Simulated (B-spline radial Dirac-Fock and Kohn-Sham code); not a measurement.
# Binding energies of Re in different valence configurations

Model: relaxed Dirac-Fock hole states (ΔSCF) with Breit and QED corrections and a finite nucleus. Program: a radial finite-basis atomic code. Correlation energy is missing from these numbers.

Reference: the tabulated ground configuration [Xe] 4f14 5d5 6s2, with 2s 12544.9 eV, 2p1/2 11968.9 eV, 4f5/2 51.02 eV, 4f7/2 48.62 eV, 5p1/2 61.96 eV, 5p3/2 51.04 eV, Kα1 61136.6 eV, Kβ1 69300.1 eV, Lα1 8652.0 eV, Lβ2 10272.5 eV.

Question: One of these configurations gives the following shifts from the reference, in eV: average energy +4.00, 2s +4.99, 2p1/2 +4.97, 4f5/2 +4.87, 4f7/2 +4.87, 5p1/2 +4.20, 5p3/2 +4.03, Kα1 -0.15, Kβ1 -0.11, Lα1 +0.05, Lβ2 +0.10. Which?
A. [Xe] 4f14 5d5 6s1 6p1
B. [Xe] 4f14 5d6 6s1
C. [Xe] 4f14 5d4 6s2 6p1
D. [Xe] 4f14 5d7

Answer: C. The others give [Xe] 4f14 5d7: 2s -6.02; [Xe] 4f14 5d5 6s1 6p1: 2s +1.55; [Xe] 4f14 5d6 6s1: 2s -3.25.

Values without a named source are computed, but for edge energies of neutral atoms, which are taken from tables.
